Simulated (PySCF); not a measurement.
# Relaxation of singlet Br₃⁺

All numbers come from PBE0/[Br def2-TZVP], no relativity, density fitting, PySCF. A (50,194) grid was used.

A hand-made bent start, of C2v symmetry, held to at least that symmetry:

```xyz
3
charge 1 multiplicity 1, angstrom
Br    0.0000    0.0000   -0.8544
Br    1.8303    0.0000    0.4272
Br   -1.8303    0.0000    0.4272
```

Task: What forces act on the atoms at the start (eV/Å)?

Result: 
```tsv
atom	Fx	Fy	Fz
Br1	0.00	0.00	-0.86
Br2	0.50	0.00	0.43
Br3	-0.50	0.00	0.43
```

Task: What does it relax to?

Result: It ends at C2v with Br–Br 2.273 Å (×2); Br–Br–Br 107.7° (after a last refinement on a finer grid). A frequency run shows a minimum. Other isomers or separated fragments may lie lower.

Task: How much energy is released, and in how many steps?

Result: 2.6 kJ/mol in 3 steps.

The relaxation took roughly 50 core-seconds on a shared host.
